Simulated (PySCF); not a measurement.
## Excited states of In³⁺ (indium, charge +3)

Ground state [Kr] 4d10, ¹S. Calculation: PySCF 2.14, in def2-TZVP with the def2 core potential (28 electrons) (6s5p3d2f, 50 functions); a scalar-relativistic core potential. Vertical excitation energies in eV without spin-orbit coupling; excited terms of each kind are numbered among those the solver found. Frozen: 4s2 4p6.

```csv
term,leading excitation,EOM-EE-CCSD
1 3D,4d → s,16.390
1 1D,4d → s,17.034
1 3P°,4d → p,24.506
1 3F°,4d → p,24.947
1 1F°,4d → p,25.261
1 1D°,4d → p,25.735
1 3D°,4d → p,25.768
1 1P°,4d → p,25.804
1 3G,4d → d,35.948
1 1P,4d → d,35.977
1 1G,4d → d,36.059
2 3D,4d → d,36.151
1 1F,4d → d,36.378
```

The spin-orbit splitting of the hole, absent here, rivals or exceeds the spacing of these terms, so the LS terms are model states.

The solver can miss terms.
